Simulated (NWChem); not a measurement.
Isomers of C3H5NOSi, each optimised at B3LYP/6-31G* with NWChem, gas phase unless a solvent is named. Flexible species stand in one conformer each, which need not be the lowest. Pople sets run with spherical d functions. Relative energies count from the lowest isomer at each level and are electronic, without zero-point energy, on those geometries.

A: N#C[C@@H]([SiH3])C=O
B: [SiH3]c1ncco1
C: C1=CO[SiH2]N=C1
D: [SiH3]c1cocn1

| quantity | A | B | C | D |
|---|---|---|---|---|
| relative energy, B3LYP/6-31G* (kcal/mol) | 36.6 | 29.4 | 0.0 | 29.0 |
| relative energy, B3LYP/def2-TZVP (kcal/mol) | 38.0 | 34.3 | 0.0 | 33.8 |
| relative energy, PW6B95/def2-TZVP (kcal/mol) | 39.7 | 32.5 | 0.0 | 31.8 |
| orbital gap (eV), B3LYP/6-31G* | 6.16 | 6.28 | … | 6.77 |

Task: What belongs in the gaps?

Result: 
- orbital gap (eV), B3LYP/6-31G*, C: 5.06
